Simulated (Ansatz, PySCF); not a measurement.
Lewis adduct: AlH3 (SMILES [AlH3]) (first 4 atoms) with CH4O (SMILES CO); geometry from B3LYP-D3(BJ)/def2-TZVP, rigid monomers moved along the line of their centres of mass till Al1···O6 is 2.29 Å.
(charge 0, multiplicity 1):
```xyz
10

Al    -0.9340    -0.2095     0.6632
H     -1.0040    -1.7970     0.7383
H     -0.1999     0.4980    -0.5624
H     -2.1270     0.5924     1.3606
C      0.4488    -0.0971     3.6496
O      0.6819     0.1506     2.2442
H      1.3953    -0.0561     4.1856
H      0.0316    -1.0983     3.7109
H     -0.2619     0.6255     4.0491
H      1.1234     0.9976     2.1080
```

Monomers are frozen at their geometry in the pair; levels with a basis set take the counterpoise correction.

Rows in 6-31G* carry no dispersion term and start afresh at each structure (6-31G* with six Cartesian d functions). MP2/6-31G* freezes PySCF's default core.

The values were computed with Ansatz (a quantum-chemistry and plane-wave program) with Gaussian orbitals; PySCF for 6-31G* rows. Each number belongs to the level named beside it.

### Question
Estimate the interaction energy that HF/aug-cc-pV(D+d)Z returns for this input.

### Answer
-20.5 kcal/mol
